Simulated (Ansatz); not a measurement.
Gas-phase reaction in SMILES: FB(Cl)Cl -> Cl[B]Cl + F atom (the B-F bond at the site shown breaks; other sites are not compared here)
Geometries: B3LYP-D3(BJ)/def2-TZVP minima from Ansatz (a quantum-chemistry and plane-wave program).

Quantity: bond dissociation energy (electronic energy difference), in kcal/mol. Correlated levels leave the core frozen unless marked. Open shells are spin-unrestricted. Spin-orbit coupling is left out. Non-relativistic. CBS marks a two-point X^-3 extrapolation of the correlation energy; Hartree-Fock from the larger set.

```tsv
level	program	bond dissociation energy (kcal/mol)
revPBE-D3(BJ)/def2-TZVPD	Ansatz + dftd3	?
PBE0/STO-3G	Ansatz	176.6
BHLYP-D3(BJ)/def2-TZVPD	Ansatz + dftd3	?
r2SCANh-D4/def2-TZVPD	Ansatz + dftd4	?
B2PLYP-D3(BJ)/def2-TZVPD	Ansatz + dftd3	165.1
CCSD(T)/CBS(cc-pV(T+d)Z,cc-pV(Q+d)Z)	Ansatz	168.1
```

**Question.** Complete the blanks.

**Answer.** 
- revPBE-D3(BJ)/def2-TZVPD, bond dissociation energy (kcal/mol): 160.1
- BHLYP-D3(BJ)/def2-TZVPD, bond dissociation energy (kcal/mol): 157.8
- r2SCANh-D4/def2-TZVPD, bond dissociation energy (kcal/mol): 161.2
